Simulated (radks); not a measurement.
The bromine anion Br-, [Kr], held by a Watson sphere: a shell of charge +1 at radius R that stands for the Madelung well of a crystal (potential energy -1/R inside, -1/r outside, in hartree with lengths in bohr). Method: scalar-relativistic Kohn-Sham, LB94 model potential, spin-polarised, spherical densities, finite nucleus; Fermi nuclear charge, rms radius of each element as measured or else 0.836 A^(1/3) + 0.57 fm; computed with a radial shooting solver on a logarithmic mesh with Libxc functionals. Response by self-consistent Sternheimer equations with the Hartree and adiabatic LDA kernel, the relativistic mass of each level held fixed and spin-orbit coupling left out. The sphere does not respond.

| R (bohr) | e(3d) (eV) | e(4s) (eV) | e(4p) (eV) | <r> 4p (bohr) | sum of <r^2> (bohr^2) | X-ray form factor at sin(theta)/lambda = 0.1 1/angstrom | alpha (bohr^3) |
|---|---|---|---|---|---|---|---|
| 2.5 | -75.570 | -24.780 | -12.551 | 2.134 | 46.16 | 33.092 | 25.19 |
| 2.56 | -75.491 | -24.666 | -12.451 | 2.140 | 46.37 | 33.082 | 25.62 |
| 2.61 | -75.426 | -24.573 | -12.368 | 2.145 | 46.54 | 33.075 | 25.98 |
| 3.26 | -74.560 | -23.459 | -11.319 | 2.194 | 48.36 | 32.999 | 30.55 |
| 4.38 | -73.180 | -21.945 | -9.807 | 2.235 | 50.09 | 32.940 | 36.85 |
